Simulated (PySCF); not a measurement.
```xyz
6
charge 0 multiplicity 1, angstrom
Sb    0.0000    0.0000   -0.0429
Cl    0.0000    0.0000    2.2937
Cl    2.3338    0.0000   -0.5375
Cl    0.0000    2.3338   -0.5375
Cl   -2.3338    0.0000   -0.5375
Cl    0.0000   -2.3338   -0.5375
```

Method: B3LYP/[Sb def2-SVP with ECP28, Cl def2-SVP], scalar-relativistic core potentials, density fitting, no spin–orbit coupling, PySCF.

This geometry of SbCl₅ is a stationary point at this level.

(1) What is the point group?

(2) Is it a minimum?

(3) List the harmonic modes with their infrared intensities.

(4) What are the dipole moment and the gap between the highest occupied and lowest empty levels?

## Answers

(1) C4v.

(2) No: it has 1 imaginary mode, at 37i cm⁻¹ (b1).

(3) 
| symmetry | ω (cm⁻¹) | IR (km/mol, summed over degenerate members) | type |
| --- | --- | --- | --- |
| b1 | 37i | – | bend |
| e | 118 | 0.5 | bend |
| a1 | 147 | 9.8 | bend |
| e | 171 | 28.2 | bend |
| b2 | 184 | 0.0 | bend |
| b1 | 304 | 0.0 | stretch |
| a1 | 331 | 1.1 | stretch |
| e | 375 | 153 | stretch |
| a1 | 388 | 47.5 | stretch |

(4) 0.03 D and 3.33 eV.

Other isomers or separated fragments may lie lower. At this level a singlet minimum of D3h symmetry lies 7 kJ/mol below this structure.
